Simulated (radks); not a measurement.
All-electron atom: Zn5+ in [Ar] 3d7 (the NIST ground configuration).

Method: scalar-relativistic Kohn-Sham, r2SCAN, spin-polarised, spherical densities, finite nucleus; open shells are filled with parallel spins first; meta-GGA in the generalised Kohn-Sham scheme; Fermi nuclear charge, rms radius 3.9283 fm; computed with a radial shooting solver on a logarithmic mesh with Libxc functionals.

Energy parts (hartree):
total: -1788.48124
kinetic: 1817.31441
electron-nucleus: -4223.67027
Hartree: 686.90251
exchange-correlation: -69.02790

Orbitals (lengths in bohr, moments of r in powers of bohr; r(90%) holds 90 % of the orbital's charge):
orbital	occ.	eigenvalue (hartree)	<r^2>	r(90%)	<r>	<1/r>
1s up	1	-354.6285	0.003407	0.0899	0.05032	30.22
1s down	1	-354.6290	0.003407	0.0899	0.05032	30.22
2s up	1	-46.59306	0.06027	0.350	0.2260	6.598
2s down	1	-46.47862	0.06007	0.349	0.2256	6.609
2p up	3	-40.78460	0.04827	0.324	0.1984	6.458
2p down	3	-40.69858	0.04806	0.323	0.1980	6.468
3s up	1	-8.36416	0.5056	0.987	0.6634	2.144
3s down	1	-8.16362	0.5106	0.993	0.6666	2.129
3p up	3	-6.59126	0.5468	1.04	0.6841	2.006
3p down	3	-6.39072	0.5546	1.05	0.6887	1.990
3d up	5	-3.71736	0.6492	1.19	0.7274	1.736
3d down	2	-3.51262	0.6774	1.22	0.7413	1.712

The highest occupied level is 3d down at -95.583 eV. Spin moment in Bohr magnetons: 3.
